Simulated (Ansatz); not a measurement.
Basis sets compared for Ga7Sb7H20, a nanocrystal cut from zinc blende GaSb (hydrogen-capped). Total charge 0; singlet. Geometry PBE-D4/def2-SVP. Ansatz on 2 threads of AMD EPYC 7R13 on a shared host and a share (18 GiB) of an NVIDIA H100 80GB HBM3; times are rough, and most runs start from earlier orbitals.

```xyz
34

Ga   -2.2627   -2.6245    2.4227
Ga    3.9778    0.8509   -1.1039
Ga    0.8471    0.5260    2.3941
Ga    0.5136   -2.3365   -1.0238
Ga   -3.7129   -1.1536   -1.6619
Ga   -0.5698    1.9663   -1.5943
Ga   -3.3699    1.7831    1.8362
Sb    3.0519   -1.5931   -1.6585
Sb    0.2542   -1.9239    1.5805
Sb   -3.5788   -0.7630    0.9956
Sb    3.3596    1.0427    1.4872
Sb    2.0580    2.3643   -2.1797
Sb   -0.7655    2.1369    1.0426
Sb   -1.0821   -0.5662   -2.1813
H    -2.2679   -2.2688    3.9622
H    -2.4884   -4.0657    1.8156
H     5.4637    1.1674   -1.5181
H     0.8909    0.7455    3.9566
H     0.3569   -3.8306   -1.5079
H    -3.8426   -2.6910   -2.0019
H    -4.5136    0.0106   -2.3685
H    -1.3718    3.0448   -2.4214
H    -3.3089    1.8578    3.4131
H    -4.1928    2.7583    0.9045
H     4.2443   -2.6673   -1.0401
H     3.4254   -1.8346   -3.3201
H     1.4875   -2.9018    2.2802
H    -5.2011   -1.1160    1.4487
H     4.5701    0.1305    2.3000
H     3.9387    2.5906    1.9635
H     2.5690    3.9824   -1.8989
H     2.3845    2.3551   -3.8684
H    -0.1691    3.7127    1.4007
H    -0.6954   -0.6893   -3.8551
```

In the def2 sets Sb takes a core potential; there is no spin–orbit coupling. Single mean-field runs in def2-SVP, def2-TZVP are fitted with def2-universal-jkfit.

Binding counts from free atoms (Ga doublet, Sb quartet, H doublet) in the same basis, without a counterpoise term.

```csv
level,functions,energy (Eh),HOMO (eV),LUMO (eV),binding per atom (eV),wall time
PBE-D4/def2-SVP,506,-15164.2070,-5.77,-2.49,2.36,13 s
PBE0-D4/def2-SVP (with forces),506,-15164.6034,-6.69,-1.87,2.35,19 s
```

Q: Estimate the rows for PBE-D4/def2-TZVP, PBE0-D4/def2-TZVP.

A: 
```json
{"level": "PBE-D4/def2-TZVP", "functions": "806", "energy (Eh)": "-15166.0061", "HOMO (eV)": "-5.83", "LUMO (eV)": "-2.56", "binding per atom (eV)": "2.37", "wall time": "18 s"}
{"level": "PBE0-D4/def2-TZVP", "functions": "806", "energy (Eh)": "-15166.3873", "HOMO (eV)": "-6.72", "LUMO (eV)": "-1.91", "binding per atom (eV)": "2.35", "wall time": "23 s"}
```
